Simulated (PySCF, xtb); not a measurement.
CH7AlN2, SMILES [CH3][Al]([NH2])[NH2].

GFN2-xTB run with xtb at its own geometry gives an orbital gap of 4.54 eV and a dipole moment of 0.38 D.

The structure is a stationary point at B3LYP-D3(BJ)/def2-SVP. The structure was generated by enumeration; whether it is a known compound was not checked. Other conformers were not sampled.

What does PBE0/def2-TZVP (PySCF) give? (Estimate from the structure and the level; the computed values follow.)

gap 7.04 eV (levels -6.72 and 0.32 eV), dipole 0.61 D.
